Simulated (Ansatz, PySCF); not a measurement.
Barrier from R1 to the saddle point P1, each structure at its B3LYP-D3(BJ)/def2-TZVP stationary point, reached from a drawn start; harmonic modes at that level show the others as minima.
R1, NH3 (SMILES N) (charge 0, multiplicity 1):
```xyz
4

N     -0.00002     0.00000     0.27912
H      0.94276     0.00000    -0.09308
H     -0.47142     0.81648    -0.09307
H     -0.47142    -0.81648    -0.09307
```
P1, H3N, a first-order saddle point (one imaginary mode, 800i cm⁻¹) (charge 0, multiplicity 1):
```xyz
4

N      0.000     0.000     0.000
H      0.997     0.000     0.000
H     -0.499     0.864     0.000
H     -0.499    -0.864     0.000
```

P less R. No zero-point or thermal terms. No path was followed down from the saddle.

Frozen-core correlation throughout.

Codes used: Ansatz (a first-principles code) with Gaussian orbitals; PySCF for the D3/D4 terms. Each number belongs to the level named beside it.

```tsv
level	barrier height (kcal/mol)
BLYP/def2-TZVPP	5.09
BLYP-D3(BJ)/def2-TZVPP	5.09
B3LYP/def2-TZVPP	4.78
B3LYP-D4/def2-TZVPP	4.79
BHLYP/def2-TZVPP	4.57
B2PLYP-D3(BJ)/def2-TZVPP	5.05
B2PLYP-D4/def2-TZVPP	5.06
MP2/cc-pVTZ	5.88
SCS-MP2/cc-pVQZ	[?]
```

Question: Fill in the missing entries.

Answer: 
- SCS-MP2/cc-pVQZ, barrier height (kcal/mol): 5.57
